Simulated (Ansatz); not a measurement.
Ansatz (a program for electronic structure) job for TlI, SMILES [Tl][I], B3LYP-D3(BJ)/def2-TZVP. 

Ansatz 0.2 input:
```yaml
crystal:
  periodic: [false, false, false]
  atoms:
    - {symbol: Tl, position_ang: [0.00000000, 0.00000000, -1.11602972]}
    - {symbol: I, position_ang: [0.00000000, 0.00000000, 1.70563033]}
basis:
  gaussian:
    orbitals: def2-TZVP
hamiltonian:
  xc: b3lyp
  dispersion: d3bj
relax: {f_tol: 0.002, max_steps: 200}
```

Output:

```
Functional definition: B3LYP
integrals: 0.03 GiB planned
857 factors; their error is unknown
mean field: 0.30 GiB planned
mean field evaluation 1: about -12801.1022 eV, gradient 1.4e1 eV
mean field evaluation 2: about -12798.2703 eV, gradient 3.2e1 eV
mean field evaluation 4: about -12801.9504 eV, gradient 1.6e0 eV
mean field evaluation 8: about -12802.2219 eV, gradient 9.8e-2 eV
mean field evaluation 16: about -12802.2219 eV, gradient 1.6e-5 eV
mean field -12802.22192625 eV, -470.4729781320 hartree, gradient 1.6e-5 eV, S^2 0.000000; 0 other end points of the search recorded, 0 dependent functions left out
the calculation of the forces begins
reference -12802.22212013 eV, -470.4729852568 hartree; 23, 23 occupied and 77, 77 virtual orbitals, 857 factors
relax step   1: F+E_penalty+E_count = -12802.33243272 eV  Δ(F+E_penalty+E_count) = +0.000e0 eV  max|allowed force component| = 3.496e-1 eV/Å  Δτ_max = 0.0000 Å  (30 SCF iters, accepted)
these checks for a lower state are left out or cut short: starts, cluster_reference, orbital_swaps, neighbouring_geometries, increment
integrals: 0.03 GiB planned
857 factors; their error is unknown
mean field: 0.30 GiB planned
mean field -12802.23147384 eV, -470.4733289994 hartree, gradient 2.0e-5 eV, S^2 0.000000; 0 other end points of the search recorded, 0 dependent functions left out
the calculation of the forces begins
reference -12802.23166877 eV, -470.4733361629 hartree; 23, 23 occupied and 77, 77 virtual orbitals, 857 factors
relax step   2: F+E_penalty+E_count = -12802.34168605 eV  Δ(F+E_penalty+E_count) = -9.253e-3 eV  max|allowed force component| = 2.179e-2 eV/Å  Δτ_max = 0.0256 Å  (36 SCF iters, accepted)
these checks for a lower state are left out or cut short: starts, cluster_reference, orbital_swaps, neighbouring_geometries, increment
integrals: 0.03 GiB planned
857 factors; their error is unknown
mean field: 0.30 GiB planned
mean field evaluation 32: about -12802.2315 eV, gradient 2.0e-5 eV
mean field -12802.23153472 eV, -470.4733312366 hartree, gradient 2.0e-5 eV, S^2 0.000000; 0 other end points of the search recorded, 0 dependent functions left out
the calculation of the forces begins
reference -12802.23172972 eV, -470.4733384027 hartree; 23, 23 occupied and 77, 77 virtual orbitals, 857 factors
relax step   3: F+E_penalty+E_count = -12802.34172638 eV  Δ(F+E_penalty+E_count) = -4.033e-5 eV  max|allowed force component| = 1.966e-3 eV/Å  Δτ_max = 0.0017 Å  (36 SCF iters, accepted)
integrals: 0.03 GiB planned
857 factors; their error is unknown
mean field: 0.30 GiB planned
mean field -12802.23153472 eV, -470.4733312366 hartree, gradient 2.0e-5 eV, S^2 0.000000; 1 other end points of the search recorded, 0 dependent functions left out
the calculation of the forces begins
reference -12802.23172972 eV, -470.4733384027 hartree; 23, 23 occupied and 77, 77 virtual orbitals, 857 factors
Total energy: -12802.34192138 eV, -470.4773878716 hartree
Atom 0 at    -0.000000     0.000000    -1.143301 Å, force    -0.000000     0.000000    -0.001966 eV/Å
Atom 1 at     0.000000    -0.000000     1.732902 Å, force     0.000000    -0.000000     0.001966 eV/Å
Dipole moment:     0.000000    -0.000000    -0.971293 e Å
```

Self-consistency was reached.
